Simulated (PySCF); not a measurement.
UHF on Li⁻ (lithium, charge -1)

Configuration: [He] 2s2, closed-shell 1S. Computed with PySCF 2.14 in dyall-acv3z (15s9p3d, 57 functions), with scalar relativity by spin-free X2C-1e.

```json
{"Total energy": "-7.428890 hartree", "One-electron energy": "-10.1834 hartree", "Hartree (Coulomb) energy": "4.5819 hartree", "Exchange energy": "-1.8274 hartree", "⟨S²⟩": "0.0000", "⟨L²⟩": "0.000", "Sum of ⟨r⟩": "12.62 bohr", "Sum of ⟨r²⟩": "87.31 bohr²", "Langevin diamagnetic susceptibility": "-69.2 ×10⁻⁶ cm³/mol"}
```

```json
{"shell": "1s", "electrons": "2", "mean orbital energy (eV)": "-63.204", "rms radius, mean of both spins (bohr)": "0.668"}
{"shell": "2s", "electrons": "2", "mean orbital energy (eV)": "-0.394", "rms radius, mean of both spins (bohr)": "6.57"}
```
